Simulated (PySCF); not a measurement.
Relaxation of quintet RuOF2

Method: UPBE0/[Ru def2-TZVP with ECP28, O def2-TZVP, F def2-TZVP], scalar-relativistic core potentials, density fitting, no spin–orbit coupling, PySCF. A (50,194) grid was used.

A hand-made trigonal planar start, of C2v symmetry, held to at least that symmetry:

Coordinates in bohr (charge 0 multiplicity 5):
```
Ru    0.0000    0.0000   -0.1037
O     0.0000    0.0000   -3.3351
F    -3.0931    0.0000    1.6821
F     3.0931    0.0000    1.6821
```

At each step, columns x, y, z (Å) and Fx, Fy, Fz (eV/Å):

```
step 0  E − E(last) = 67.69 kJ/mol
Ru   0.000   0.000  -0.055   0.000   0.000   1.397
O    0.000   0.000  -1.765   0.000   0.000   0.119
F   -1.637   0.000   0.890  -0.492   0.000  -0.758
F    1.637   0.000   0.890   0.493   0.000  -0.758
step 1  E − E(last) = 40.20 kJ/mol
Ru   0.000   0.000   0.020   0.000   0.000   1.419
O    0.000   0.000  -1.691   0.000   0.000   0.270
F   -1.723   0.000   0.816   0.042   0.000  -0.844
F    1.723   0.000   0.816  -0.042   0.000  -0.844
step 2  E − E(last) = 8.18 kJ/mol
Ru   0.000   0.000   0.193   0.000   0.000   0.434
O    0.000   0.000  -1.517   0.000   0.000   0.467
F   -1.862   0.000   0.642   1.089   0.000  -0.451
F    1.862   0.000   0.642  -1.089   0.000  -0.451
step 3  E − E(last) = 1.47 kJ/mol
Ru   0.000   0.000   0.220   0.000   0.000   0.442
O    0.000   0.000  -1.480   0.000   0.000  -0.036
F   -1.843   0.000   0.611   0.425   0.000  -0.203
F    1.843   0.000   0.611  -0.425   0.000  -0.203
step 4  E − E(last) = 0.01 kJ/mol
Ru   0.000   0.000   0.251   0.000   0.000  -0.091
O    0.000   0.000  -1.453   0.000   0.000   0.071
F   -1.835   0.000   0.581  -0.029   0.000   0.010
F    1.835   0.000   0.581   0.029   0.000   0.010
step 5  E − E(last) = 0.00 kJ/mol
Ru   0.000   0.000   0.250   0.000   0.000   0.009
O    0.000   0.000  -1.452   0.000   0.000  -0.010
F   -1.836   0.000   0.581   0.005   0.000   0.001
F    1.836   0.000   0.581  -0.005   0.000   0.001
step 6  E − E(last) = 0.00 kJ/mol
Ru   0.000   0.000   0.249   0.000   0.000   0.002
O    0.000   0.000  -1.453   0.000   0.000  -0.001
F   -1.835   0.000   0.582  -0.002   0.000   0.000
F    1.835   0.000   0.582   0.002   0.000   0.000
```

It ends at C2v with Ru–F 1.865 Å (×2), Ru–O 1.702 Å; F–Ru–F 159.4°, F–Ru–O 100.3° (×2). A frequency run shows a minimum. Other isomers or separated fragments may lie lower.

With open d or f shells other occupations or spin states may lie lower. At this level a triplet minimum of C2v symmetry lies 53 kJ/mol below this structure.

The relaxation took 23 s on 4 threads of a shared Arm Neoverse V1 host, with 133 basis functions and 7 gradients; the process peaked at 0.76 GiB. Launch command: `OMP_NUM_THREADS=4 python axn.py task.json out`.
